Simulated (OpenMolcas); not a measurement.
Cu3+.

```
Program             : OpenMolcas
Method              : CASSCF
Basis               : ANO-RCC-VTZP [6s5p3d2f1g]
Scalar Hamiltonian  : DKH2, point nucleus
Active space        : 8 electrons in 5 orbitals (3d)
State averaging     : 2S+1 = 3 even, 10 roots; 2S+1 = 1 even, 15 roots
Spin-orbit coupling : RASSI with atomic mean-field integrals over the reference wave functions, term energies averaged over their components
```

Levels without dynamic correlation, in cm-1 above 3d8 3F4:

```csv
Level,E
3d8 3P2,23821
3d8 1D2,19656
3d8 1G4,30468
3d8 1S0,73244
```

On this reference, SS-CASPT2, IPEA 0.25 Eh, imaginary shift 0.1 Eh (closed shells correlated: 3s 3p) puts 3d8 3P2 at 20060 cm-1.

Problem. Estimate the other levels at that method by one scale factor, and say how well it serves.

Solution. The factor is 20060 / 23821 = 0.842. Scaled values beside those that SS-CASPT2 gives and measured ones (Sugar and Musgrove, J. Phys. Chem. Ref. Data 19, 527 (1990)):
| Level | Scaled | SS-CASPT2 | Miss (%) | Measured |
| --- | --- | --- | --- | --- |
| 3d8 1D2 | 16550 | 15860 | +4.4 | 16248 |
| 3d8 1G4 | 25654 | 27220 | -5.8 | 26913 |
| 3d8 1S0 | 61671 | 62130 | -0.7 | 61456 |
For these levels the scaled values miss SS-CASPT2 by up to 5.8 %, as correlation changes each term by its own factor, spin-orbit parts do not scale and CASPT2 has its own spread within terms. This holds within one configuration; levels of others move differently, and the target method has errors of its own against measurement.

CASPT2 does not keep the components of a term degenerate, so their means are used; among the terms shown or strongly mixed into the levels shown the widest spread is 620 cm-1 (3d8 3F, SS-CASPT2). Without dynamic correlation excited terms often stand tens of per cent too high (terms of higher spin than the ground term too low), and those without a measured partner can miss by more than the paired ones (holds for CASSCF). Computed and measured levels are paired by configuration, term and J; levels that our copy of the source lacks, or whose pairing is in doubt (as where it misses far off the trend of its configuration), stay unpaired and out of the deviations. Only configurations of the active space appear.
